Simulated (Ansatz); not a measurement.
AlH8NOSi2 at its PBE0-D4/def2-TZVP geometry, where that method's forces vanish. The species carries charge 0 and has multiplicity 1. The bonds changed during the relaxation, so this is another structure than the one it started from.

```xyz
13

N     0.9952    0.6169    1.0401
Si    0.8742   -1.2610    0.9505
O    -0.4959   -1.6881    1.7759
Al    0.8744    0.1861   -0.9374
Si   -1.4073    0.6874   -1.6700
H     0.2149    1.0743    1.4984
H     1.8553    1.0014    1.4133
H     1.9980   -1.7221    1.8133
H    -1.2811   -1.7946    1.2360
H     2.2270    0.5569   -1.6791
H    -1.8067   -0.0905   -2.8787
H    -2.3753    0.3075   -0.5917
H    -1.6727    2.1259   -1.9708
```

Problem. What forces (eV/Å) does r2SCAN-D4/def2-TZVPP give on these atoms in the Gaussian-basis code of Ansatz? (Estimate.)

Solution. Ansatz gave: 
```
N1   0.017  0.000 -0.036
Si2  0.066 -0.059 -0.022
O3  -0.041 -0.012  0.047
Al4  0.020  0.011 -0.033
Si5  0.000  0.003 -0.011
H6  -0.007  0.018  0.022
H7   0.007  0.025  0.024
H8  -0.010  0.012  0.002
H9  -0.026 -0.007 -0.006
H10 -0.017  0.003  0.010
H11 -0.003  0.017  0.021
H12  0.006  0.010 -0.019
H13 -0.012 -0.021  0.000
```
